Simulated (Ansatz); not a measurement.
CH4ClFGeS (`C[S][GeH]([F])[Cl]`), charge 0, multiplicity 1.

Task: Give a relaxed structure at PBE0-D4/def2-TZVP (Ansatz 0.2.0). (An estimate is asked.)

Result: Ansatz gave: 
```xyz
9

C    -1.559    0.152   -0.199
S    -0.321    1.190    0.635
Ge    1.462    0.031    0.133
F     2.750    0.740    1.036
Cl    1.272   -1.998    0.797
H    -1.566   -0.855    0.216
H    -1.398    0.119   -1.276
H    -2.521    0.624   -0.003
H     1.881   -0.003   -1.339
```
This is one stationary point; other conformers may exist.
